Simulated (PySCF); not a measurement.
# `[C-]#[N+]C=C=C=Cn1cccc1`, C9H6N2

Geometry:
| atom | x (Å) | y (Å) | z (Å) |
| --- | --- | --- | --- |
| C1 | 5.273 | -1.077 | -0.686 |
| N2 | 4.324 | -0.387 | -0.570 |
| C3 | 3.244 | 0.438 | -0.436 |
| C4 | 1.993 | -0.009 | -0.339 |
| C5 | 0.798 | -0.405 | -0.244 |
| C6 | -0.447 | -0.866 | -0.148 |
| N7 | -1.579 | -0.090 | -0.011 |
| C8 | -1.632 | 1.288 | 0.052 |
| C9 | -2.945 | 1.653 | 0.188 |
| C10 | -3.728 | 0.455 | 0.209 |
| C11 | -2.863 | -0.598 | 0.086 |
| H12 | 3.462 | 1.512 | -0.412 |
| H13 | -0.634 | -1.945 | -0.176 |
| H14 | -0.720 | 1.877 | -0.007 |
| H15 | -3.315 | 2.673 | 0.264 |
| H16 | -4.809 | 0.384 | 0.305 |
| H17 | -3.035 | -1.672 | 0.056 |

Method used: PySCF 2.14.0, TDDFT CAM-B3LYP/aug-cc-pVDZ excited states, vertical, gas phase. Geometry: PBE0-D3(BJ)/def2-SVP.

**Question.** Give the one- and two-photon strengths of the lowest singlets.

**Answer.** δ for parallel linear polarisation; σ at the peak of a Lorentzian of half width 0.1 eV, single beam; Ω is circular over linear.
```tsv
state	E (eV)	f	photon λ (nm)	δ (au)	σ (GM)	Ω	main
S1	3.99	0.935	622	861	5.02	0.75	HOMO→LUMO 0.90
S2	4.21	0.155	590	180	1.17	0.64	HOMO−1→LUMO 0.92
S3	4.46	0.000	556	5.99	0.04	1.50	HOMO→LUMO+1 0.33, HOMO→LUMO+4 0.23
S4	4.66	0.000	532	4.13	0.03	1.50	HOMO−3→LUMO 0.78
S5	5.60	0.003	443	55.6	0.64	1.50	HOMO→LUMO+1 0.45, HOMO→LUMO+4 0.33
S6	5.81	0.007	427	106	1.31	1.50	HOMO−1→LUMO+1 0.54, HOMO→LUMO+2 0.25
```

Among these, the strongest one-photon state is S1, the strongest two-photon state S1, with a dipole change of 3.1 D (relaxed, norm of the difference vector).
